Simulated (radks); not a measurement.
The chromium ion Cr9+, 15 electrons, occupied as [Ne] 3s2 3p3 (the NIST ground configuration).

Method: scalar-relativistic Kohn-Sham, PBE, spin-unpolarised, spherical densities, point nucleus; computed with a radial shooting solver on a logarithmic mesh with Libxc functionals.

Energy parts (eV):
| part | energy |
|---|---|
| total | -27765.028 |
| kinetic | 28063.087 |
| electron-nucleus | -62955.094 |
| Hartree | 8274.659 |
| exchange-correlation | -1147.680 |

Orbitals (lengths in bohr, moments of r in powers of bohr; <r^-3> diverges for s and p1/2; r(max) is where P^2 peaks):
orbital  occ.  eigenvalue (eV)   r(max)  <r^-3>       <r^4>
1s          2        -6101.637  0.04161       -  0.00007588
2s          2        -883.0719   0.2430       -     0.01753
2p          6        -777.5655   0.1972   365.3     0.01359
3s          2        -256.9806   0.7315       -      0.8020
3p          3        -226.3123   0.7310   62.10      0.8949

The highest occupied level is 3p at -226.31 eV. Summed over all electrons, <r^2> = 4.440 bohr^2, which gives a Langevin (diamagnetic) susceptibility term of -3.52 x 10^-6 cm^3/mol. For comparison, the ionisation energy in NIST's Atomic Spectra Database is 244.5 eV (semi-empirical). In exact Kohn-Sham theory the highest level is minus the ionisation energy, but local and semilocal functionals leave it too shallow, through self-interaction and a potential that decays too fast; potentials with the right tail come closer.

Run on one thread of a shared host, so times are rough (Arm Neoverse V2): 0.05 s of CPU time, 0.05 s wall, 13 iterations on 2476 mesh points.

Beside tabulated values, note that spin-unpolarised runs miss the spin-polarisation part of the exchange energy of open shells.
